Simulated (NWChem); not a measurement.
## Basis-set convergence for HFGeS

```xyz
4

Ge     0.0677     0.6801     0.0000
F     -1.6858     0.3923     0.0000
S      0.6872    -1.5081     0.0000
H      2.0085    -1.1663     0.0000
```
Charge 0, spin multiplicity 1.

The numbers come from NWChem runs, not from measurements. All single points use one geometry, from PBE/def2-SVP, a minimum by its harmonic frequencies. It is one conformer; others weren't searched.

Quantity: first vertical ionisation energy at the level G0W0@PBE0.

The Hamiltonian is non-relativistic. GW and range-separated runs recompute their integrals, the others keep them in memory, which bears on the times. The structure started from a generated list of species.

Costs are rough ratios of processor time within this set of runs, SCF included, with def2-SVP as 1.

| basis | functions | first vertical ionisation energy (eV) | relative cost |
|---|---|---|---|
| def2-SVP | 69 | 9.16 | 1 |
| def2-TZVP | 122 | [?] | 5 |
| def2-TZVPP | 135 | [?] | 6 |
| def2-QZVP | 232 | [?] | 40 |

**Question.** Some entries are withheld; supply them.

**Answer.** 
- def2-TZVP, first vertical ionisation energy (eV): 9.60
- def2-TZVPP, first vertical ionisation energy (eV): 9.63
- def2-QZVP, first vertical ionisation energy (eV): 9.85
